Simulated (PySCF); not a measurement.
## Al (aluminium, neutral) across methods

[Ne] 3s2 3d1, 2D determinant (an excited configuration). Calculation: PySCF 2.14, in x2c-QZVPPall with one added diffuse shell each of s, p, d, f type (10s7p5d3f1g, 86 functions); scalar relativity by spin-free X2C-1e.

```tsv
method	E (hartree)	mean ε 3s α (eV)	mean ε 3s β (eV)	mean ε 3d α (eV)	Σ⟨r²⟩ (bohr²)	⟨S²⟩
LDA	-241.6050	-10.379	-10.238	-0.505	61.87	0.750
HSE06	-242.5600	-10.884	-10.775	-0.616	63.56	0.750
BHandHLYP	-242.6603	-12.126	-12.079	-0.934	64.57	0.750
wB97X-V	-242.6010	-13.458	-13.409	-1.464	64.07	0.750
CAM-B3LYP	-242.6585	-12.562	-12.503	-1.164	63.65	0.750
UHF	-242.15820	-13.429	-13.361	-1.273	67.60	0.750
PBE	-242.5299	-10.270	-10.139	-0.642	62.40	0.750
PBE0	-242.5430	-11.253	-11.145	-0.883	63.29	0.750
r2SCAN	-242.6194	-10.362	-10.303	-0.550	61.78	0.751
```

The outer electron is Rydberg-like, and this basis confines it to a smaller radius and binds it less than a complete one would.
